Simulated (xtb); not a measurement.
xtb input (GFN2-xTB):

```bash
xtb mol.xyz --gfn 2 --ohess tight --chrg 0 --uhf 0
```
mol.xyz:
```
18

C     -1.72270170     1.01519670     0.59385517
C     -0.59862474     0.02710539     0.49042051
C     -1.13292084    -1.29824251    -0.16021634
C      0.53364691     0.65360384    -0.28054173
C      1.79840420    -0.23365834    -0.26920552
O      2.85379420     0.44148863    -0.96004957
H     -2.12892835     1.28704062    -0.33272546
H     -1.40285678     1.92678450     1.14310353
H     -2.59876147     0.61730168     1.23094086
H     -0.24685791    -0.21637299     1.53047824
H     -1.98231471    -1.69717997     0.42431022
H     -1.37544871    -1.14384141    -1.16426357
H     -0.36370179    -2.08031080    -0.13482252
H      0.22206335     0.83486302    -1.29269772
H      0.84500361     1.55460973     0.18747495
H      2.09801398    -0.54363670     0.72663068
H      1.60372563    -1.15775411    -0.86341494
H      3.62966404    -0.12836305    -0.95473475
```

End of the output:

```
   ------------------------------------------------------------------------

         :::::::::::::::::::::::::::::::::::::::::::::::::::::
         ::                  THERMODYNAMIC                  ::
         :::::::::::::::::::::::::::::::::::::::::::::::::::::
         :: total free energy         -20.756137840475 Eh   ::
         ::.................................................::
         :: total energy              -20.886273173338 Eh   ::
         :: zero point energy           0.162315001070 Eh   ::
         :: G(RRHO) w/o ZPVE           -0.032179668207 Eh   ::
         :: G(RRHO) contrib.            0.130135332863 Eh   ::
         :::::::::::::::::::::::::::::::::::::::::::::::::::::

optimized geometry written to: xtbopt.xyz

           -------------------------------------------------
          | TOTAL ENERGY              -20.886273173338 Eh   |
          | TOTAL ENTHALPY            -20.714787859456 Eh   |
          | TOTAL FREE ENERGY         -20.756137840475 Eh   |
          | GRADIENT NORM               0.000175414011 Eh/α |
          | HOMO-LUMO GAP              11.996456971506 eV   |
           -------------------------------------------------

------------------------------------------------------------------------
------------------------------------------------------------------------
 total:
 SCF:
 ANC optimizer:
 analytical hessian:
Note: The following floating-point exceptions are signalling: IEEE_UNDERFLOW_FLAG IEEE_DENORMAL
normal termination of xtb
```
